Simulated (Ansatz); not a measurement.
`CC(=O)OBF` + HCl → `CC(=O)OBCl` + H–F at 600 K and 1 bar (ligand exchange at a B–F bond).

Program: Ansatz. Geometries: PBE0-D4/def2-TZVP. ΔE: electronic, gas phase. CBS: MP2 limit from def2 TZ/QZ plus the TZ coupled-cluster correction, frozen cores. This one scheme is used for every species. One conformer a species, not always the lowest.

| species | CCSD(T)/CBS energy (Eh) | H − E (kJ/mol) | S (J/(mol·K)) |
| --- | --- | --- | --- |
| `CC(=O)OBF` | -353.55713 | 235.3 | 426.1 |
| HCl | -460.38127 | 35.4 | 207.2 |
| `CC(=O)OBCl` | -713.52185 | 232.8 | 440.6 |
| H–F | -100.39570 | 42.3 | 194.0 |

H − E and S are ideal-gas, rigid-rotor, harmonic terms from PBE0-D4/def2-TZVP, for one conformer and one mirror image of each species. 1 Eh = 2625.50 kJ/mol, R = 8.31446 J/(mol·K).

By hand: ΔE, ΔH, ΔS and ΔG.

ΔE = (-713.52185) + (-100.39570) − (-353.55713) − (-460.38127) = 0.02085 Eh = 54.7 kJ/mol. Δ(H − E) = 232.8 + 42.3 − 235.3 − 35.4 = 4.4, so ΔH = 59.1 kJ/mol. ΔS = 440.6 + 194.0 − 426.1 − 207.2 = 1.3 J/(mol·K). ΔG = 59.1 − 600 × (1.3)/1000 = 58.3 kJ/mol.

By hand: the equilibrium constant, and the temperature at which ΔG would vanish if ΔH and ΔS stayed fixed.

log₁₀ K = −ΔG/(RT ln 10) = -5.1. ΔG = 0 at ΔH/ΔS = 45462 K, far beyond where these terms or the molecules hold.

The number of gas molecules stays the same, so ΔS is small and ΔH decides. A doubt of 5 kJ/mol in ΔE shifts log₁₀ K by 0.4 here. Other conformers and mirror images would add mixing entropy, several J/(mol·K) or more a flexible species. These are equilibria of isolated gas molecules and say nothing of rates. Largest T1 diagnostic: 0.015 (customary marks: 0.02 for closed shells, 0.045 for open ones).
